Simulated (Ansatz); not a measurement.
Input for Ansatz (a program for electronic structure): R-wB97M-V/def2-TZVPP on CH5BOSe (SMILES COB[SeH]), a point of a torsion scan.

Ansatz 0.2 input:
```yaml
crystal:
  periodic: [false, false, false]
  atoms:
    - {symbol: C, position_ang: [-0.99146013, -0.80927596, -0.02698105]}
    - {symbol: O, position_ang: [-1.24816927, 0.31311388, -0.83400625]}
    - {symbol: B, position_ang: [-1.45135629, 0.29789450, -2.14209017]}
    - {symbol: Se, position_ang: [-1.77321257, 2.02603950, -2.92502937]}
    - {symbol: H, position_ang: [-0.01829986, -0.67751566, 0.45048980]}
    - {symbol: H, position_ang: [-0.99013880, -1.73151854, -0.61260859]}
    - {symbol: H, position_ang: [-1.76339328, -0.86533273, 0.74331689]}
    - {symbol: H, position_ang: [-1.44781191, -0.66074122, -2.82168415]}
    - {symbol: H, position_ang: [-1.66888588, 2.77837043, -1.70702981]}
basis:
  gaussian:
    orbitals: def2-TZVPP
hamiltonian:
  xc: {name: wB97M-V}
scf: {lower_state_search: off}
```

It printed:

```
WARN ansatz: RAYON_NUM_THREADS=1 ignored (pool sized by the plan → 1); use --threads N
Functional definition: wB97M-V
these checks for a lower state are left out or cut short: stability, starts, cluster_reference, orbital_swaps, neighbouring_geometries, increment
integrals: 0.17 GiB planned
1190 factors; their error is unknown
integrals: 0.20 GiB planned
277 factors; integrals over basis functions are off by at most 1.1e-5 eV
mean field: 1.42 GiB planned
mean field evaluation 1: about -69185.6886 eV, gradient 4.1e1 eV
mean field evaluation 2: about -69185.6625 eV, gradient 4.4e1 eV
mean field evaluation 4: about -69188.8409 eV, gradient 1.6e0 eV
mean field evaluation 8: about -69188.8533 eV, gradient 7.9e-2 eV
mean field evaluation 16: about -69189.0832 eV, gradient 1.6e-4 eV
mean field -69189.08317772 eV, -2542.6519087362 hartree, gradient 3.3e-6 eV, S^2 0.000000; 0 other end points of the search recorded, 0 dependent functions left out
reference -69189.08322504 eV, -2542.6519104750 hartree; 29, 29 occupied and 182, 182 virtual orbitals, 1190 factors
Total energy: -69189.08322504 eV, -2542.6519104750 hartree
Checks for a lower state left out: stability, starts, cluster_reference, orbital_swaps, neighbouring_geometries, increment
```

Self-consistency was reached.

Cost: roughly 17 core-seconds.
